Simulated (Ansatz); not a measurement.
Reaction (redistribution): `C[N]([GeH3])[SiH2]F` + `CC[SiH2]C` → `C[SiH2]C[SiH2]F` + `C[N](C)[GeH3]`

Isolated molecules relaxed with PBE0-D4/def2-TZVP in Ansatz; ΔE leaves out vibrations. CBS: MP2 limit from def2 TZ/QZ plus the TZ coupled-cluster correction, frozen cores. For Ge outer-core shells are correlated without core-valence functions, which leaves a few kJ/mol of doubt a bond. Scalar relativity is left out up to krypton. Each species was taken in one conformer, which may not be the lowest.

| level | ΔE (kJ/mol) |
| --- | --- |
| HF/def2-TZVPP | 90.4 |
| SCS-MP2/def2-TZVPP | 89.1 |
| SCS-MP2/def2-QZVPP | 89.6 |
| MP2/CBS(def2) | 88.6 |

Question: What does CCSD(T)/CBS give? (Estimate.)

Answer: The calculation gave: +86.7 kJ/mol. The listed levels differ from it by 3.7, 2.4, 2.9, 1.9 kJ/mol.

Largest T1 diagnostic among the species: 0.012.
